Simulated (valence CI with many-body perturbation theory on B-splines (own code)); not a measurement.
# Ge XVIII in three bases

Computed by valence CI with perturbative core correlation (CI+MBPT): five valence electrons over a frozen Dirac-Fock core [Ne], a basis of 9 s, 9 p, 8 d, 6 f, 3 g, 1 h functions for each j, with the one-electron correlation potential Σ1 (screened to all orders), the two-electron term Σ2, the three-electron term Σ3, Breit, model QED; selected single and double excitations, second order for the rest, scaled by the run's own slope (own B-spline code, finite nucleus).

No measured spectrum was set against this ion. As an estimate, levels of excited configurations hold to 0.05 to 0.15 % of their energy, terms of the ground configuration to about 0.5 %. Among the levels kept, up to 1600 cm⁻¹ of a level comes from second order outside the variational space, and about a tenth of that is noise between levels of different J, which matters for small intervals.

The reference run has the lowest level 3s2.3p3 4S°_3/2 and an ionisation energy of 656.463 eV. Its largest variational space holds 19999 state functions.

Names give the largest LS component (configuration and term), which can be under half, so a name can repeat, a term be missing and a line seem to break the LS rules; names also repeat where a configuration has a term twice. Letters in brackets count levels of one name in rising energy.

Changed runs:
A. basis 6 s, 6 p, 5 d, 3 f, 1 g
B. basis 5 s, 5 p, 4 d, 2 f

Excitation energies of the reference run in cm⁻¹, and shifts in cm⁻¹:

| Level | Reference | A | B |
| --- | --- | --- | --- |
| 3s2.3p3 2D°_3/2 | 56437 | +170 | +633 |
| 3s2.3p3 2D°_5/2 | 73874 | +184 | +689 |
| 3s2.3p3 2P°_1/2 | 112687 | +234 | +822 |
| 3s2.3p3 2P°_3/2 | 142648 | +205 | +737 |
| 3s.3p4 4P_5/2 | 407344 | -6.3 | +35 |
| 3s.3p4 4P_3/2 | 436591 | -17 | +4.2 |
| 3s.3p4 4P_1/2 | 445957 | -12 | +37 |
| 3s.3p4 2D_3/2 | 505830 | +151 | +479 |
| 3s.3p4 2D_5/2 | 516401 | +149 | +489 |
| 3s2.3p2.3d 2P_3/2 | 573468 | +197 | +447 |
| 3s.3p4 2S_1/2 [a] | 579791 | +249 | +702 |
| 3s2.3p2.3d 4F_3/2 | 602048 | +324 | +833 |
| Ionisation energy (eV) | 656.463 | -0.026 | -0.081 |
